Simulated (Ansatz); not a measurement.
The cluster Ta2O5⁺. Total charge 1; doublet. Geometry PBE-D4/def2-SVP, basis def2-TZVP, Ansatz.

```xyz
7

Ta   -0.2430   -1.6073    1.3418
Ta    0.4012    0.5147   -0.5618
O    -1.8709   -1.3626    1.8245
O     0.5610    0.1197    1.3602
O     0.0051    2.0801   -1.6102
O    -0.2251   -1.3510   -0.5462
O     1.3718    1.6065   -1.8084
```

```csv
run,HOMO (eV),LUMO (eV)
A,-13.00,-7.17
B,-10.95,-9.04
C,-10.23,-9.49
D,-10.58,-9.27
```

In the def2 sets Ta takes a core potential; there is no spin–orbit coupling. The structure holds 1 bond(s) between oxygen atoms. Another isomer (doublet) lies 2.34 eV lower at PBE0-D4/def2-TZVP; other spin states weren't run for this one.

HOMO and LUMO are taken over both spins.

**Question.** The runs used PBE0, r2SCAN, r2SCANh, ωB97X-V. Estimate which is which.

**Answer.** A ωB97X-V (range-separated); B PBE0 (25 % exact exchange); C r2SCAN (0 % exact exchange); D r2SCANh (10 % exact exchange). Exact exchange lowers occupied and raises empty levels; among semilocal functionals meta-GGAs tend to open the gap a little, and such runs are hard to tell apart. The gap grows from 0.73 eV (r2SCAN) to 5.83 eV (ωB97X-V).
